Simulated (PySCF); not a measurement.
**Ar(2+) (argon, charge +2): UHF calculation**

Configuration: [Ne] 3s2 3p4, high-spin 3P determinant. Computed with PySCF 2.14 in def2-SVP (4s3p1d, 18 functions), with the non-relativistic Hamiltonian (point nucleus).

- Total energy: -525.106408 hartree
- One-electron energy: -709.1075 hartree
- Hartree (Coulomb) energy: 213.4354 hartree
- Exchange energy: -29.4343 hartree
- Kinetic energy: 525.01841 hartree
- ⟨S²⟩: 2.0059
- ⟨L²⟩: 2.017
- Sum of ⟨r⟩: 11.94 bohr
- Sum of ⟨r²⟩: 16.31 bohr²
- Traceless quadrupole moment −½Σ⟨3z² − r²⟩ along its main axis: -1.14 e·bohr²
- Density at the nucleus (Gaussians lack the cusp): 3480 bohr⁻³
- Spin density at the nucleus: 0.351 bohr⁻³
- Langevin diamagnetic susceptibility: -12.9 ×10⁻⁶ cm³/mol
- Time after the integrals: 0.08 s of wall time on 1 thread of Neoverse-N1 (shared host)

```json
{"shell": "1s α", "electrons": "1", "mean orbital energy (eV)": "-3257.8", "spread (eV)": "0", "rms radius, mean of both spins (bohr)": "0.0999"}
{"shell": "1s β", "electrons": "1", "mean orbital energy (eV)": "-3257.0", "spread (eV)": "0", "rms radius, mean of both spins (bohr)": "0.0999"}
{"shell": "2s α", "electrons": "1", "mean orbital energy (eV)": "-365.98", "spread (eV)": "0", "rms radius, mean of both spins (bohr)": "0.448"}
{"shell": "2s β", "electrons": "1", "mean orbital energy (eV)": "-365.15", "spread (eV)": "0", "rms radius, mean of both spins (bohr)": "0.448"}
{"shell": "2p α", "electrons": "3", "mean orbital energy (eV)": "-291.59", "spread (eV)": "0.947", "rms radius, mean of both spins (bohr)": "0.417"}
{"shell": "2p β", "electrons": "3", "mean orbital energy (eV)": "-290.10", "spread (eV)": "0.648", "rms radius, mean of both spins (bohr)": "0.417"}
{"shell": "3s α", "electrons": "1", "mean orbital energy (eV)": "-63.767", "spread (eV)": "0", "rms radius, mean of both spins (bohr)": "1.44"}
{"shell": "3s β", "electrons": "1", "mean orbital energy (eV)": "-55.925", "spread (eV)": "0", "rms radius, mean of both spins (bohr)": "1.44"}
{"shell": "3p α", "electrons": "3", "mean orbital energy (eV)": "-43.628", "spread (eV)": "2.420", "rms radius, mean of both spins (bohr)": "1.63"}
{"shell": "3p β", "electrons": "1", "mean orbital energy (eV)": "-40.402", "spread (eV)": "0", "rms radius, mean of both spins (bohr)": "1.63"}
```
